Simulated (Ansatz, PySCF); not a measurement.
Gas-phase reaction (SMILES): C[SiH2]O[SiH3] + 3 [H][H] (H2) → C (CH4) + O (H2O) + 2 [SiH4] (SiH4); energy of full hydrogenation.

Each molecule is optimised on its own at B3LYP-D3(BJ)/def2-TZVP (Ansatz, a quantum-chemistry and plane-wave program), one conformer each, not searched for the lowest. Cores are frozen in the correlated levels unless marked. No spin-orbit coupling. No relativistic terms. Basis-set limits of correlation are two-point, X^-3; Hartree-Fock from the larger set. Thermal terms are rigid-rotor harmonic-oscillator values from B3LYP-D3(BJ) frequencies (PySCF) at 298.15 K and 1 atm. 1 Eh = 627.5095 kcal/mol.

```
species         E, CCSD(T)/CBS(cc-pV(T+d)Z,cc-pV(Q+d)Z) (Ansatz) (Eh)  E, r2SCAN-D4/def2-TZVPD (Ansatz + dftd4) (Eh)  H - E (Eh)
--------------  -----------------------------------------------------  ---------------------------------------------  ----------
C[SiH2]O[SiH3]                                             -696.27618                                     -697.16831     0.09233
[H][H] (H2)                                                  -1.17450                                       -1.17100     0.01336
C (CH4)                                                     -40.45816                                      -40.49957     0.04840
O (H2O)                                                     -76.37426                                      -76.42298     0.02495
[SiH4] (SiH4)                                              -291.45815                                     -291.85367     0.03520
```

Work out ΔE and ΔH at 298.15 K at the first level, then ΔH at the second.


1. ΔE = [(-40.45816) + (-76.37426) + 2×(-291.45815)] - [(-696.27618) + 3×(-1.17450)] = 0.05096 Eh = 32.0 kcal/mol at CCSD(T)/CBS(cc-pV(T+d)Z,cc-pV(Q+d)Z).
2. The terms H - E add up to 0.01134 Eh, so ΔH = (0.05096 + (0.01134))×627.5095 = 39.1 kcal/mol.
3. At r2SCAN-D4/def2-TZVPD the same steps give ΔE = 32.3 and ΔH = 39.4 kcal/mol, a shift of +0.3 from the first level.
4. These values are not checked against measurement here, since the tables used lack a sound gas-phase enthalpy of formation for at least one species.
